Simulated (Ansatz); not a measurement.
Ansatz (an electronic-structure program) input (B3LYP-D3(BJ)/def2-TZVP):

Ansatz 0.2 input:
```yaml
crystal:
  periodic: [false, false, false]
  atoms:
    - {symbol: Nb, position_ang: [0.29983763, 0.41796976, 0.45535078]}
    - {symbol: O, position_ang: [1.50132666, -0.48437460, -0.40661320]}
    - {symbol: O, position_ang: [-0.59963913, -0.82862248, 1.25400491]}
    - {symbol: Cl, position_ang: [-1.11666982, 0.86397271, -1.24456181]}
basis:
  gaussian:
    orbitals: def2-TZVP
hamiltonian:
  xc: b3lyp
  dispersion: d3bj
total_charge: 1
magnetization: {spin_polarized: true, initial_magnetization: 1}
relax: {f_tol: 0.002, max_steps: 150}
```

Output:

```
Functional definition: B3LYP
integrals: 0.06 GiB planned
936 factors; their error is unknown
mean field: 0.70 GiB planned
mean field evaluation 1: about -18125.1275 eV, gradient 1.0e2 eV
mean field evaluation 2: about -17667.4202 eV, gradient 2.7e2 eV
mean field evaluation 4: about -18136.0889 eV, gradient 7.2e1 eV
mean field evaluation 8: about -18163.3036 eV, gradient 2.4e0 eV
mean field evaluation 16: about -18163.3879 eV, gradient 4.5e-3 eV
mean field evaluation 32: about -18163.3879 eV, gradient 1.1e-5 eV
mean field -18163.38786758 eV, -667.4921925470 hartree, gradient 1.1e-5 eV, S^2 0.797654; 6 other end points of the search recorded, 0 dependent functions left out
the calculation of the forces begins
reference -18163.38810929 eV, -667.4922014298 hartree; 23, 22 occupied and 116, 117 virtual orbitals, 936 factors
relax step   1: F+E_penalty+E_count = -18163.58461992 eV  Δ(F+E_penalty+E_count) = +0.000e0 eV  max|allowed force component| = 1.020e0 eV/Å  Δτ_max = 0.0000 Å  (124 SCF iters, accepted)
these checks for a lower state are left out or cut short: starts, cluster_reference, orbital_swaps, neighbouring_geometries, increment
integrals: 0.06 GiB planned
936 factors; their error is unknown
mean field: 0.69 GiB planned
mean field -18163.47203676 eV, -667.4952857073 hartree, gradient 1.2e-5 eV, S^2 0.809127; 0 other end points of the search recorded, 0 dependent functions left out
the calculation of the forces begins
reference -18163.47228076 eV, -667.4952946744 hartree; 23, 22 occupied and 116, 117 virtual orbitals, 936 factors
relax step   2: F+E_penalty+E_count = -18163.66109693 eV  Δ(F+E_penalty+E_count) = -7.648e-2 eV  max|allowed force component| = 1.118e0 eV/Å  Δτ_max = 0.1934 Å  (62 SCF iters, accepted)
these checks for a lower state are left out or cut short: starts, cluster_reference, orbital_swaps, neighbouring_geometries, increment
integrals: 0.06 GiB planned
936 factors; their error is unknown
mean field: 0.70 GiB planned
mean field evaluation 64: about -18163.5305 eV, gradient 6.0e-5 eV
mean field -18163.53047685 eV, -667.4974333412 hartree, gradient 1.2e-5 eV, S^2 0.803164; 0 other end points of the search recorded, 0 dependent functions left out
the calculation of the forces begins
reference -18163.53071983 eV, -667.4974422703 hartree; 23, 22 occupied and 116, 117 virtual orbitals, 936 factors
relax step   3: F+E_penalty+E_count = -18163.72237632 eV  Δ(F+E_penalty+E_count) = -6.128e-2 eV  max|allowed force component| = 2.025e-1 eV/Å  Δτ_max = 0.0664 Å  (59 SCF iters, accepted)
these checks for a lower state are left out or cut short: starts, cluster_reference, orbital_swaps, neighbouring_geometries, increment
integrals: 0.06 GiB planned
936 factors; their error is unknown
mean field: 0.70 GiB planned
mean field -18163.53355794 eV, -667.4975465691 hartree, gradient 2.6e-5 eV, S^2 0.802278; 0 other end points of the search recorded, 0 dependent functions left out
the calculation of the forces begins
reference -18163.53380067 eV, -667.4975554894 hartree; 23, 22 occupied and 116, 117 virtual orbitals, 936 factors
relax step   4: F+E_penalty+E_count = -18163.72595133 eV  Δ(F+E_penalty+E_count) = -3.575e-3 eV  max|allowed force component| = 1.077e-1 eV/Å  Δτ_max = 0.0111 Å  (52 SCF iters, accepted)
these checks for a lower state are left out or cut short: starts, cluster_reference, orbital_swaps, neighbouring_geometries, increment
integrals: 0.06 GiB planned
936 factors; their error is unknown
mean field: 0.70 GiB planned
mean field -18163.53728291 eV, -667.4976834592 hartree, gradient 1.8e-5 eV, S^2 0.802351; 0 other end points of the search recorded, 0 dependent functions left out
the calculation of the forces begins
reference -18163.53752542 eV, -667.4976923711 hartree; 23, 22 occupied and 116, 117 virtual orbitals, 936 factors
relax step   5: F+E_penalty+E_count = -18163.73000298 eV  Δ(F+E_penalty+E_count) = -4.052e-3 eV  max|allowed force component| = 7.422e-2 eV/Å  Δτ_max = 0.0292 Å  (51 SCF iters, accepted)
these checks for a lower state are left out or cut short: starts, cluster_reference, orbital_swaps, neighbouring_geometries, increment
integrals: 0.06 GiB planned
936 factors; their error is unknown
mean field: 0.70 GiB planned
mean field -18163.53738648 eV, -667.4976872655 hartree, gradient 2.0e-5 eV, S^2 0.801996; 0 other end points of the search recorded, 0 dependent functions left out
the calculation of the forces begins
reference -18163.53762895 eV, -667.4976961758 hartree; 23, 22 occupied and 116, 117 virtual orbitals, 936 factors
relax step   6: F+E_penalty+E_count = -18163.73008661 eV  Δ(F+E_penalty+E_count) = -8.363e-5 eV  max|allowed force component| = 4.117e-3 eV/Å  Δτ_max = 0.0025 Å  (52 SCF iters, accepted)
these checks for a lower state are left out or cut short: starts, cluster_reference, orbital_swaps, neighbouring_geometries, increment
integrals: 0.06 GiB planned
936 factors; their error is unknown
mean field: 0.70 GiB planned
mean field -18163.53740580 eV, -667.4976879751 hartree, gradient 3.3e-5 eV, S^2 0.802005; 0 other end points of the search recorded, 0 dependent functions left out
the calculation of the forces begins
reference -18163.53764827 eV, -667.4976968859 hartree; 23, 22 occupied and 116, 117 virtual orbitals, 936 factors
relax step   7: F+E_penalty+E_count = -18163.73008556 eV  Δ(F+E_penalty+E_count) = +1.051e-6 eV  max|allowed force component| = 5.733e-3 eV/Å  Δτ_max = 0.0005 Å  (38 SCF iters, rejected (line search))
these checks for a lower state are left out or cut short: starts, cluster_reference, orbital_swaps, neighbouring_geometries, increment
integrals: 0.06 GiB planned
936 factors; their error is unknown
mean field: 0.70 GiB planned
mean field evaluation 96: about -18163.5374 eV, gradient 2.9e-5 eV
mean field -18163.53739277 eV, -667.4976874966 hartree, gradient 2.9e-5 eV, S^2 0.802022; 0 other end points of the search recorded, 0 dependent functions left out
the calculation of the forces begins
reference -18163.53763524 eV, -667.4976964072 hartree; 23, 22 occupied and 116, 117 virtual orbitals, 936 factors
relax step   8: F+E_penalty+E_count = -18163.73008734 eV  Δ(F+E_penalty+E_count) = -7.291e-7 eV  max|allowed force component| = 5.401e-4 eV/Å  Δτ_max = 0.0001 Å  (36 SCF iters, accepted)
these checks for a lower state are left out or cut short: starts, cluster_reference, orbital_swaps, neighbouring_geometries, increment
integrals: 0.06 GiB planned
936 factors; their error is unknown
mean field: 0.70 GiB planned
mean field -18163.53754456 eV, -667.4976930745 hartree, gradient 1.9e-5 eV, S^2 0.794164; 0 other end points of the search recorded, 0 dependent functions left out
the calculation of the forces begins
reference -18163.53778703 eV, -667.4977019853 hartree; 23, 22 occupied and 116, 117 virtual orbitals, 936 factors
relax step   9: F+E_penalty+E_count = -18163.73023216 eV  Δ(F+E_penalty+E_count) = -1.448e-4 eV  max|allowed force component| = 1.246e-1 eV/Å  Δτ_max = 0.0237 Å  (61 SCF iters, accepted)
these checks for a lower state are left out or cut short: starts, cluster_reference, orbital_swaps, neighbouring_geometries, increment
integrals: 0.06 GiB planned
936 factors; their error is unknown
mean field: 0.70 GiB planned
mean field -18163.53729328 eV, -667.4976838404 hartree, gradient 1.2e-5 eV, S^2 0.801654; 0 other end points of the search recorded, 0 dependent functions left out
the calculation of the forces begins
reference -18163.53753571 eV, -667.4976927495 hartree; 23, 22 occupied and 116, 117 virtual orbitals, 936 factors
relax step  10: F+E_penalty+E_count = -18163.73000989 eV  Δ(F+E_penalty+E_count) = +2.223e-4 eV  max|allowed force component| = 8.051e-2 eV/Å  Δτ_max = 0.0249 Å  (61 SCF iters, rejected (line search))
these checks for a lower state are left out or cut short: starts, cluster_reference, orbital_swaps, neighbouring_geometries, increment
integrals: 0.06 GiB planned
936 factors; their error is unknown
mean field: 0.70 GiB planned
mean field -18163.53788198 eV, -667.4977054746 hartree, gradient 2.5e-5 eV, S^2 0.799853; 0 other end points of the search recorded, 0 dependent functions left out
the calculation of the forces begins
reference -18163.53812450 eV, -667.4977143871 hartree; 23, 22 occupied and 116, 117 virtual orbitals, 936 factors
relax step  11: F+E_penalty+E_count = -18163.73050164 eV  Δ(F+E_penalty+E_count) = -2.695e-4 eV  max|allowed force component| = 3.074e-2 eV/Å  Δτ_max = 0.0121 Å  (54 SCF iters, accepted)
these checks for a lower state are left out or cut short: starts, cluster_reference, orbital_swaps, neighbouring_geometries, increment
integrals: 0.06 GiB planned
936 factors; their error is unknown
mean field: 0.70 GiB planned
mean field -18163.53837499 eV, -667.4977235925 hartree, gradient 2.6e-5 eV, S^2 0.795271; 0 other end points of the search recorded, 0 dependent functions left out
the calculation of the forces begins
reference -18163.53861761 eV, -667.4977325086 hartree; 23, 22 occupied and 116, 117 virtual orbitals, 936 factors
relax step  12: F+E_penalty+E_count = -18163.73092829 eV  Δ(F+E_penalty+E_count) = -4.267e-4 eV  max|allowed force component| = 5.991e-3 eV/Å  Δτ_max = 0.0130 Å  (56 SCF iters, accepted)
these checks for a lower state are left out or cut short: starts, cluster_reference, orbital_swaps, neighbouring_geometries, increment
integrals: 0.06 GiB planned
936 factors; their error is unknown
mean field: 0.70 GiB planned
mean field evaluation 128: about -18163.5384 eV, gradient 4.5e-2 eV
mean field -18163.53837044 eV, -667.4977234251 hartree, gradient 1.3e-5 eV, S^2 0.795320; 0 other end points of the search recorded, 0 dependent functions left out
the calculation of the forces begins
reference -18163.53861306 eV, -667.4977323415 hartree; 23, 22 occupied and 116, 117 virtual orbitals, 936 factors
relax step  13: F+E_penalty+E_count = -18163.73093118 eV  Δ(F+E_penalty+E_count) = -2.896e-6 eV  max|allowed force component| = 7.829e-4 eV/Å  Δτ_max = 0.0006 Å  (44 SCF iters, accepted)
integrals: 0.06 GiB planned
936 factors; their error is unknown
mean field: 0.70 GiB planned
mean field evaluation 160: about -18163.5384 eV, gradient 3.6e-4 eV
mean field -18163.53837044 eV, -667.4977234251 hartree, gradient 1.3e-5 eV, S^2 0.795320; 7 other end points of the search recorded, 0 dependent functions left out
the calculation of the forces begins
reference -18163.53861306 eV, -667.4977323415 hartree; 23, 22 occupied and 116, 117 virtual orbitals, 936 factors
Total energy: -18163.73117381 eV, -667.5048088184 hartree
Atom 0 at     0.243813     0.428181     0.356221 Å, force     0.000299    -0.000783     0.000325 eV/Å
Atom 1 at     1.503580    -0.532643    -0.303907 Å, force    -0.000781     0.000468     0.000111 eV/Å
Atom 2 at    -0.497908    -0.891179     1.304329 Å, force     0.000226     0.000666    -0.000671 eV/Å
Atom 3 at    -1.164630     0.964586    -1.298462 Å, force     0.000255    -0.000351     0.000234 eV/Å
Dipole moment:     0.264733     0.796881     0.559790 e Å
```

The spin state was set by rule; other spins were not relaxed.
